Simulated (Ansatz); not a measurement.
Process, species as SMILES: Cl[Se] (Cl-Se) → Cl atom + Se atom
B3LYP-D3(BJ)/def2-TZVP geometries, fixed; electronic energies without zero-point terms.

Basis-set convergence of the atomisation energy at wB97M-V with Ansatz (a quantum-chemistry and plane-wave program). All functions are spherical. The program fits the integrals of some runs and decomposes those of others, by size. Open shells are unrestricted. The functional holds VV10 correlation; no added dispersion term, no relativity. Functions are those of the species that has most. Reference: the value in aug-cc-pV(5+d)Z, 64.86 kcal/mol, itself unsure by roughly 0.03 kcal/mol (its mean distance from pcseg-4, aug-pcseg-3, aug-cc-pV(Q+d)Z). Deviations are taken from unrounded values.

| basis | functions | atomisation energy (kcal/mol) |
|---|---|---|
| pcseg-1 | 45 | 59.16 |
| aug-pcseg-1 | 63 | 59.52 |
| cc-pV(D+d)Z | 50 | 61.30 |
| aug-cc-pV(D+d)Z | 68 | 61.85 |
| def2-SVP | 50 | 61.85 |
| def2-SVPD | 68 | 60.53 |
| pcseg-2 | 77 | 63.41 |
| aug-pcseg-2 | 109 | 64.20 |
| cc-pV(T+d)Z | 82 | 64.33 |
| aug-cc-pV(T+d)Z | 114 | 64.42 |
| def2-TZVP | 85 | 64.45 |
| def2-TZVPD | 103 | 64.57 |
| def2-TZVPP | 90 | 64.46 |
| def2-TZVPPD | 108 | 64.58 |
| cc-pV(Q+d)Z | 132 | 64.80 |
| aug-cc-pV(Q+d)Z | 182 | 64.82 |
| pcseg-3 | 132 | 64.77 |
| aug-pcseg-3 | 182 | 64.84 |
| def2-QZVPP | 159 | 64.90 |
| def2-QZVPPD | 177 | 64.90 |
| cc-pV(5+d)Z | 204 | 64.85 |
| aug-cc-pV(5+d)Z | 276 | 64.86 |

What the diffuse functions change, pair by pair:
- pcseg-1 to aug-pcseg-1: 18 more functions, deviation -5.71 to -5.35 kcal/mol
- cc-pV(D+d)Z to aug-cc-pV(D+d)Z: 18 more functions, deviation -3.56 to -3.01 kcal/mol
- def2-SVP to def2-SVPD: 18 more functions, deviation -3.01 to -4.33 kcal/mol
- pcseg-2 to aug-pcseg-2: 32 more functions, deviation -1.46 to -0.66 kcal/mol
- cc-pV(T+d)Z to aug-cc-pV(T+d)Z: 32 more functions, deviation -0.54 to -0.45 kcal/mol
- def2-TZVP to def2-TZVPD: 18 more functions, deviation -0.42 to -0.29 kcal/mol
- def2-TZVPP to def2-TZVPPD: 18 more functions, deviation -0.40 to -0.29 kcal/mol
- cc-pV(Q+d)Z to aug-cc-pV(Q+d)Z: 50 more functions, deviation -0.07 to -0.05 kcal/mol
- pcseg-3 to aug-pcseg-3: 50 more functions, deviation -0.09 to -0.02 kcal/mol
- def2-QZVPP to def2-QZVPPD: 18 more functions, deviation 0.04 to 0.04 kcal/mol
- cc-pV(5+d)Z to aug-cc-pV(5+d)Z: 72 more functions, deviation -0.01 to 0.00 kcal/mol

Leaving out the reference's own pair, they bring the value nearer the reference by more than 0.03 kcal/mol in 7 of 10 pairs.
